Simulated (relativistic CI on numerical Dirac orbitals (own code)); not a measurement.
Hyperfine structure of Re⁷⁰⁺, mass number 185

Computed by Dirac-Coulomb-Breit CI, separate exchange-only KLI orbitals for each configuration, a model potential for QED, unscaled Slater integrals (own radial code, finite nucleus).

CI space (outside the closed core 1s2): 2s2 2p, 2s 2p2, 2p3, 2p2 3s, 2p2 3p, 2s2 3s, 2p2 3d, 2s2 3p, 2s2 3d, 2s 2p 3s, 2s 2p 3p, 2s 2p 3d, 2s2 4s, 2s2 4p, 2s2 4d, 2s2 4f. Levels of other configurations are missing.

Nuclear spin I = 5/2, μ = 3.176 μN, Q = 2.07 b (tables of Stone and Pyykkö). The electronic factors are computed for point nuclear moments, without core polarisation or the Bohr-Weisskopf and QED corrections.

| Level | E (eV) | A (GHz) | B (GHz) |
| --- | --- | --- | --- |
| 2s2 2p 2P°_1/2 | 0.00 | 10530 |  |
| 2s2 2p 2P°_3/2 | 1556.67 | 1154 | 3700 |
| 2s 2p2 4P_3/2 | 1752.64 | 7717 | 2910 |
| 2s 2p2 2D_5/2 | 1794.03 | 9264 | 3240 |
| 2s 2p2 2P_1/2 | 1868.99 | -12230 |  |
| 2s 2p2 2D_3/2 | 1871.11 | -26.4 | 1850 |
| 2s 2p2 4P_5/2 | 3327.41 | 7428 | 449 |
| 2s 2p2 2S_1/2 | 3439.89 | 32470 |  |

Levels with J = 0, under 50 % of one LS term, or S terms without an open s electron are left out. Small factors come from cancelling terms and can be off by tens of per cent or more.

At this charge energies of transitions that change n are usually good to better than 1 %, and those within a shell (Δn = 0) to a few per cent.

Task: Give the hyperfine levels of 2s2 2p 2P°_1/2 relative to its centre of gravity.

Result: With K = F(F + 1) − I(I + 1) − J(J + 1), E = AK/2: F = 2: -18420, F = 3: 13160 GHz.

LS names give the leading component of a level, which can be under half, so a name can repeat, a term be missing and a line seem to break the LS rules.
